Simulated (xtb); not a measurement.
Input for xtb: GFN2-xTB on C3H5NO (a complex), monomers drawn apart or pushed together.

```
$ xtb mol.xyz --gfn 2 --sp --chrg 0 --uhf 0
10

C     -0.46930834    -0.45528439     0.16497162
O      0.66485995    -0.05572211     0.13568639
H     -0.71021650    -1.52942070     0.25603581
H     -1.33382768     0.22935422     0.10211369
C      1.20701339     0.44239297     3.72209059
C     -0.15774748    -0.04549615     3.63677973
N     -1.23455590    -0.43410160     3.52657694
H      1.22730748     1.42990057     4.18325378
H      1.81568560    -0.23940258     4.31616828
H      1.62062271     0.50772456     2.71415306
```

**Question.** Predict the final total energy.

**Answer.** -15.8687 hartree.
